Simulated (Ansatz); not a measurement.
Abridged output of a molecular run in Ansatz:

```
Functional definition: HF
1773 factors; integrals over basis functions are off by at most 7.2e-4 eV
mean field evaluation 1: about -93598.8685 eV, gradient 4.4e1 eV
mean field evaluation 2: about -93599.1505 eV, gradient 4.4e1 eV
mean field evaluation 4: about -93603.1015 eV, gradient 3.5e0 eV
mean field evaluation 8: about -93603.1597 eV, gradient 2.8e-1 eV
mean field -93603.16004968 eV, -3439.8526853251 hartree, gradient 5.5e-6 eV, S^2 0.000000; 0 other end points of the search recorded, 0 dependent functions left out
26 core orbitals not correlated: weight in the atoms' cores, before any rotation towards them, 1.000 or more for the frozen orbitals, at most 0.000 for the correlated occupied ones
reference -93603.16004968 eV, -3439.8526853251 hartree; 24, 24 occupied and 242, 242 virtual orbitals, 1773 factors
second order -32.78708861 eV of doubles, -0.00000000 eV of singles
cycle   1  -33.17365428 eV  change   -3.9e-1 eV  update   1.2e-1
cycle   2  -33.96036906 eV  change   -7.9e-1 eV  update   3.3e-2
cycle   3  -34.10315025 eV  change   -1.4e-1 eV  update   1.6e-2
cycle   4  -34.08492061 eV  change    1.8e-2 eV  update   3.5e-3
cycle   5  -34.08259450 eV  change    2.3e-3 eV  update   1.5e-3
cycle   6  -34.08326372 eV  change   -6.7e-4 eV  update   4.3e-4
cycle   7  -34.08306249 eV  change    2.0e-4 eV  update   1.6e-4
cycle   8  -34.08301903 eV  change    4.3e-5 eV  update   4.8e-5
perturbative correction -1.29721583 eV, -0.0476718023 hartree
Total energy: -93638.54028453 eV, -3441.1528849744 hartree
```

Its atoms:

Cartesian coordinates in Å:
```
F 1.321 1.416 1.875
Si 1.334 0.785 0.415
Cl 2.160 -1.068 0.607
N -0.226 0.625 -0.227
Ge -1.353 -0.819 -0.212
Cl -0.996 -2.023 -1.964
H 2.179 1.660 -0.415
H -0.570 1.410 -0.762
H -2.789 -0.302 -0.326
H -1.060 -1.685 1.009
```

Which basis set was used?
A. def2-TZVPP
B. def2-TZVPPD
C. cc-pV(D+d)Z
D. def2-QZVPP

A. It gives 292 functions.

Write the keys of the input that set method, charge and spin (a neutral closed shell needs none for the last two).


```yaml
correlation: {method: ccsd_t}
```
